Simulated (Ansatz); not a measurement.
C$_{2}$HCl$_{2}$Si (`[C]#C[SiH](Cl)Cl`) radical, relaxed with UKS PBE-D4/def2-SVP in Ansatz 0.2.0 from a rough embedded geometry. The force threshold is 0.03 eV/Å; the program also tests the step.

Total charge 0; spin multiplicity 2.

Start:

```xyz
6

C     2.295    1.815    0.238
C     1.006    0.844    0.144
Si   -0.505   -0.285    0.042
Cl   -0.121   -2.027    0.834
Cl   -0.956   -0.672   -1.930
H    -1.718    0.326    0.673
```

Question: How much energy does the relaxation release, and in how many steps? (Estimate.)

Answer: Ansatz gave: 231.16 kJ/mol, in 6 steps.

Question: Which bonds change most? (Best estimate.)

Answer: The calculation gave: C1–C2 from 1.616 to 1.238 Å; Si3–Cl4 from 1.952 to 2.066 Å; C2–Si3 from 1.889 to 1.829 Å; Si3–H6 from 1.497 to 1.491 Å.

Question: Give the relaxed structure. (An estimate is asked.)

Answer: Ansatz gave: 
```xyz
6

C     1.969    1.626    0.165
C     1.035    0.813    0.165
Si   -0.453   -0.240    0.023
Cl   -0.048   -2.048    0.937
Cl   -0.875   -0.546   -1.975
H    -1.628    0.395    0.685
```
